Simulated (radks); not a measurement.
Problem. These are the eigenvalues of the occupied orbitals of an atom or ion with whole-number occupations (eV). Method: scalar-relativistic Kohn-Sham, SCAN, spin-polarised, spherical densities, finite nucleus; meta-GGA in the generalised Kohn-Sham scheme; Fermi nuclear charge, rms radius of each element as measured or else 0.836 A^(1/3) + 0.57 fm; computed with a radial shooting solver on a logarithmic mesh with Libxc functionals.

orbital  eigenvalue
1s up     -76243.11
1s down   -76243.10
2s up     -13404.47
2s down   -13404.20
2p up     -11649.10
2p down   -11648.83
3s up     -3183.572
3s down   -3183.470
3p up     -2667.207
3p down   -2667.075
3d up     -2097.519
3d down   -2097.259
4s up     -722.3844
4s down   -721.8625
4p up     -552.2294
4p down   -551.7376
4d up     -342.4690
4d down   -341.8879
5s up     -148.3272
5s down   -144.3606
4f up     -110.3107
4f down   -109.4659
5p up     -104.2512
5p down    -99.4710
5d up      -52.5580

Which element is it, and in what charge state? The configuration may be excited. Open shells, if any, are filled with parallel spins first.

Solution. Z = 77, iridium, charge +4: Ir4+ in [Xe] 4f14 5d5. The list shows which subshells hold electrons but not how many an open one holds; the 1s level, -2801.9 hartree, gives Z - s = 74.9 by -(Z - s)^2/2, which with screening and relativity narrows Z to a few neighbours, and the depths of the outer levels then fix element, charge and occupations together.
